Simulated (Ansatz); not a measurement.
Reaction (redistribution): `B[SiH](F)[SiH2]N` + `[NH2][GeH2][NH2]` → `B[SiH2]F` + `N[SiH2][NH][GeH2][NH2]`

Isolated molecules relaxed with PBE0-D4/def2-TZVP in Ansatz; ΔE leaves out vibrations. CBS: MP2 limit from def2 TZ/QZ plus the TZ coupled-cluster correction, frozen cores. Functionals use def2-TZVPP. B3LYP here is the variant with VWN-RPA as its local correlation; programs differ in this. For Ge outer-core shells are correlated without core-valence functions, which leaves a few kJ/mol of doubt a bond. Scalar relativity is left out up to krypton. Each species was taken in one conformer, which may not be the lowest.

`B[SiH](F)[SiH2]N`:

Z-matrix (Å, degrees):
```
Si
F 1 1.612
Si 1 2.361 2 110.4
B 1 1.985 2 114.3 3 121.4
H 1 1.493 2 107.2 3 -115.5
N 3 1.720 1 110.7 2 66.4
H 3 1.498 1 105.5 2 -167.3
H 3 1.488 1 110.4 2 -52.0
H 4 1.195 1 124.4 2 -12.7
H 4 1.198 1 117.5 2 172.6
H 6 1.006 3 121.4 1 51.8
H 6 1.007 3 120.0 1 -160.9
```

`[NH2][GeH2][NH2]`:

Z-matrix (Å, degrees):
```
Ge
N 1 1.832
N 1 1.832 2 103.7
H 1 1.547 2 105.1 3 -123.1
H 1 1.547 2 116.8 3 115.1
H 2 1.010 1 115.2 3 168.1
H 2 1.010 1 114.4 3 -63.9
H 3 1.010 1 115.2 2 168.1
H 3 1.010 1 114.5 2 -63.9
```

`B[SiH2]F`:

Z-matrix (Å, degrees):
```
Si
F 1 1.607
B 1 2.000 2 113.6
H 1 1.490 2 107.3 3 -121.7
H 1 1.490 2 107.3 3 121.8
H 3 1.197 1 118.1 2 179.8
H 3 1.194 1 124.1 2 -0.2
```

`N[SiH2][NH][GeH2][NH2]`:

Cartesian coordinates in Å:
```
N -0.649 2.200 1.667
Si -0.697 0.598 1.064
N 0.715 0.238 0.167
Ge 0.786 -0.600 -1.474
N 0.346 -2.383 -1.483
H -0.575 2.995 1.053
H -1.108 2.433 2.531
H -1.796 0.289 0.099
H -0.908 -0.231 2.285
H 1.609 0.387 0.612
H 2.246 -0.484 -1.938
H -0.221 0.081 -2.410
H -0.635 -2.565 -1.321
H 0.889 -2.957 -0.853
```

CCSD(T)/CBS gives -86.9 kJ/mol.

**Question.** Another level gave -74.7 kJ/mol. Which?
A. B3LYP-D4/def2-TZVPP
B. r2SCAN-D4/def2-TZVPP
C. SCS-MP2/def2-TZVPP
D. CCSD(T)/def2-TZVPP

**Answer.** B. r2SCAN-D4 -74.7, B3LYP-D4 -79.8, SCS-MP2/def2-TZVPP -98.2, CCSD(T)/def2-TZVPP -88.7 kJ/mol.

Largest T1 diagnostic among the species: 0.013.

In def2-TZVPP, CCSD(T) changes the Hartree–Fock value by +13.8 kJ/mol (the triples alone add +1.8 kJ/mol) and MP2 by +5.8 kJ/mol. From PBE to PBE0 (25 % exact exchange), in def2-TZVPP and without D4, ΔE moves by −9.8 kJ/mol.
